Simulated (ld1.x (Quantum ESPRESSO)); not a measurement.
**An all-electron radial function and its pseudo partner (Rb)**

Columns: radius, all-electron u(r) and pseudo u(r) of the 4d shell (level -3.87 eV) of rubidium in the configuration [Ar] 3d10 4s2 4p6 4d0 5s0 5p0; PBE, non-relativistic, TM scheme, ld1.x (Quantum ESPRESSO) 7.5.

```json
{"r (bohr)": "0.205", "all-electron": "0.1382", "pseudo": "-0.0027"}
{"r (bohr)": "0.410", "all-electron": "0.1674", "pseudo": "-0.0207"}
{"r (bohr)": "0.615", "all-electron": "0.0543", "pseudo": "-0.0636"}
{"r (bohr)": "0.820", "all-electron": "-0.0864", "pseudo": "-0.1324"}
{"r (bohr)": "1.025", "all-electron": "-0.2119", "pseudo": "-0.2188"}
{"r (bohr)": "1.230", "all-electron": "-0.3124", "pseudo": "-0.3086"}
{"r (bohr)": "1.435", "all-electron": "-0.3877", "pseudo": "-0.3880"}
{"r (bohr)": "1.640", "all-electron": "-0.4412", "pseudo": "-0.4484"}
{"r (bohr)": "1.845", "all-electron": "-0.4774", "pseudo": "-0.4877"}
{"r (bohr)": "2.050", "all-electron": "-0.5002", "pseudo": "-0.5091"}
{"r (bohr)": "2.255", "all-electron": "-0.5128", "pseudo": "-0.5183"}
{"r (bohr)": "2.460", "all-electron": "-0.5179", "pseudo": "-0.5201"}
{"r (bohr)": "2.665", "all-electron": "-0.5173", "pseudo": "-0.5178"}
{"r (bohr)": "2.870", "all-electron": "-0.5125", "pseudo": "-0.5125"}
{"r (bohr)": "3.075", "all-electron": "-0.5044", "pseudo": "-0.5044"}
{"r (bohr)": "3.280", "all-electron": "-0.4937", "pseudo": "-0.4937"}
{"r (bohr)": "3.485", "all-electron": "-0.4807", "pseudo": "-0.4807"}
{"r (bohr)": "3.690", "all-electron": "-0.4657", "pseudo": "-0.4657"}
{"r (bohr)": "3.895", "all-electron": "-0.4491", "pseudo": "-0.4491"}
{"r (bohr)": "4.100", "all-electron": "-0.4311", "pseudo": "-0.4311"}
{"r (bohr)": "4.305", "all-electron": "-0.4122", "pseudo": "-0.4122"}
{"r (bohr)": "4.510", "all-electron": "-0.3926", "pseudo": "-0.3926"}
{"r (bohr)": "4.715", "all-electron": "-0.3727", "pseudo": "-0.3727"}
{"r (bohr)": "4.920", "all-electron": "-0.3528", "pseudo": "-0.3528"}
{"r (bohr)": "5.125", "all-electron": "-0.3331", "pseudo": "-0.3331"}
{"r (bohr)": "5.330", "all-electron": "-0.3137", "pseudo": "-0.3137"}
```

How many radial nodes do the two functions have?

The all-electron 4d function has n − l − 1 = 1; the pseudo-wave has 0, since the states of the same l below it are removed with the core.

At about which radius was the pseudo-wave matched?

3.15 bohr. The columns agree to 0.0005 from 2.87 bohr on; several derivatives are matched, so the curves merge somewhat inside the radius.

Where does each function peak?

Outermost all-electron maximum near 2.46 bohr, pseudo maximum near 2.46 bohr (to the table’s step).

Is the pseudo-wave norm-conserving?

Yes: the TM scheme keeps the norm inside the radius equal to the all-electron one, which fixes the energy derivative of the logarithmic derivative at the level.
